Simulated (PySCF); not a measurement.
`C[C@H](F)C(F)=C(F)F` in a uniform electric field

Compound: C4H4F4.
Structure used (GFN2-xTB), in Å, numbered top down from 1:
```
atom  x, y, z in Å
C1    -1.404   -0.327   -0.521
C2    -0.551    0.597    0.339
F3    -0.326    1.774   -0.342
C4     0.774   -0.018    0.711
F5     0.889   -0.391    1.999
C6     1.797   -0.216   -0.113
F7     2.960   -0.748    0.219
F8     1.769    0.093   -1.397
H9    -0.884   -0.558   -1.448
H10   -2.341    0.169   -0.760
H11   -1.610   -1.246    0.019
H12   -1.070    0.871    1.267
```

Level: CAM-B3LYP/def2-SVPD (PySCF); nuclei fixed, core orbitals frozen in the response. Permanent dipole (-1.916, -0.989, 0.093) D (1 au = 2.5417 D). Static polarisability (au):

```
x   60.69 -3.42 -3.20
y   -3.42 44.24 -0.44
z   -3.20 -0.44 51.46
```

Only the terms in μ and α are kept: μ(F) = μ + αF and ΔE = −μ·F − ½ F·αF.

Problem. A field of 0.01 au (0.514 V/Å) is applied along each axis in both senses. Find the induced dipole, the size of the total dipole and the two energy terms.

Solution. 
```
field along  induced x (D)  induced y (D)  induced z (D)  total size (D)  −μ·F (kJ/mol)  −½F·αF (kJ/mol)
         +x          1.543         -0.087         -0.081           1.139        +19.791           -7.967
         −x         -1.543          0.087          0.081           3.579        -19.791           -7.967
         +y         -0.087          1.124         -0.011           2.009        +10.216           -5.808
         −y          0.087         -1.124          0.011           2.797        -10.216           -5.808
         +z         -0.081         -0.011          1.308           2.637         -0.961           -6.755
         −z          0.081          0.011         -1.308           2.408         +0.961           -6.755
```

Problem. For the field (-0.0070, 0.0070, -0.0090) au, what is the induced dipole, and what angle does it make with the field?

Solution. αF = (-1.067, 0.858, -1.128) D, at 5.5° to the field. The polarisability along this direction, F·αF/F², is 51.94 au, against a mean of 52.13 au.

Problem. Which field along μ doubles the dipole in that direction (linear response)?

Solution. The polarisability along the dipole is 54.70 au, so F = 0.8491 au / 54.70 au = 0.0155 au = 0.80 V/Å; higher-order terms are ignored.

Problem. What field makes μF equal to kT at 200 K?

Solution. kT = 0.6334 × 10⁻³ Eh, so F = 0.000746 au = 3.84 MV/cm.

Problem. Induction energy −ᾱe²/2R⁴ of a unit charge at 10 Å, the molecule taken as a point?

Solution. R = 18.90 bohr, so the energy is −52.1/(2 × 18.90⁴) Eh = -0.537 kJ/mol. The charge–dipole term at its most favourable orientation, −μe/R², is -6.24 kJ/mol.

One conformer (not necessarily the lowest) at the GFN2-xTB geometry, without solvent, vibrations or thermal averaging.
